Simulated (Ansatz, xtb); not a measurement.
Breaking the C1–Ga2 bond in CH5Ga (SMILES [CH3][GaH2]) (multiplicity 1 held, fragments rigid). Energies count from the point at 1.979 Å.
Geometry at that point (charge 0, multiplicity 1):
| atom | x (Å) | y (Å) | z (Å) |
|---|---|---|---|
| C | -1.5610 | -0.1228 | 0.0012 |
| Ga | 0.4126 | 0.0298 | -0.0014 |
| H | -1.9885 | 0.4992 | -0.7883 |
| H | -1.9013 | -1.1488 | -0.1314 |
| H | -1.9536 | 0.2545 | 0.9494 |
| H | 1.0844 | 1.4547 | 0.0519 |
| H | 1.3352 | -1.2460 | -0.0469 |

Restricted levels (R-, RO-) in cc, def2 and unpolarised 6-31G sets keep to the state of the molecule at rest. Unrestricted levels (U-) break spin symmetry where that is lower. Active spaces are followed from a long bond inwards. Left out are points that failed, MP2 points that dive below the minimum, coupled-cluster points behind a jump of the amplitudes or a sharp parting from full CI or MRCI, small-basis points behind a change of solution, and semi-empirical points at long bonds. Levels need not reach the same state.

Correlated levels freeze the cores. Filled d and f shells under p-block atoms count as core.

Codes used: Ansatz (Gaussian basis) for Hartree–Fock, density functionals and correlated methods; xtb for the GFN methods. Each number belongs to the level named beside it. The GFN methods have no spin term and hold the electronic entropy of 300 K.

Energies in kcal/mol.

| R (Å) | GFN2-xTB | U-HF/cc-pVDZ | R-SCS-MP2/cc-pVDZ | U-SCS-MP2/cc-pVDZ | R-CCSDT(Q)/cc-pVDZ | FIC-MRCISD+Q on CASSCF(2,2)/cc-pVDZ |
|---|---|---|---|---|---|---|
| 1.584 | 62.9 | 54.9 | 55.3 | 55.3 | 55.4 | 55.6 |
| 1.781 | 12.1 | 10.4 | 10.8 | 10.8 | 10.9 | 11.0 |
| 1.979 | 0.0 | 0.0 | 0.0 | 0.0 | 0.0 | 0.0 |
| 2.177 | 2.3 | 4.8 | 4.1 | 4.1 | 3.8 | 3.8 |
| 2.375 | 10.6 | 16.1 | 14.4 | 14.4 | 13.6 | 13.8 |
| 2.672 | 27.2 | 36.8 | 33.4 | 36.7 | 31.4 | 31.6 |
| 2.969 | 44.1 | 49.7 | 51.8 | 62.4 | 47.8 | 48.0 |
| 3.464 | 67.6 | 57.3 | 76.0 | 76.9 | 66.7 | 66.8 |
| 3.959 | 83.1 | 59.2 | 91.1 | 80.7 | 75.8 | 75.8 |
| 4.553 | 92.6 | 59.8 | 98.2 | 81.9 | 79.3 | 79.4 |
| 5.344 | left out | 59.9 | 92.4 | 82.3 | 80.3 | 80.5 |
| 6.334 | 97.0 | 60.0 | 70.7 | 82.3 | 80.5 | 80.7 |

Doubts at one or more of the structures used: a spin-contaminated determinant (U-HF/cc-pVDZ, U-SCS-MP2/cc-pVDZ); a restricted determinant that unrestricted orbitals would lower (R-SCS-MP2/cc-pVDZ, R-CCSDT(Q)/cc-pVDZ); other coupled-cluster roots lie near (R-CCSDT(Q)/cc-pVDZ).

Ansatz is an electronic-structure program.
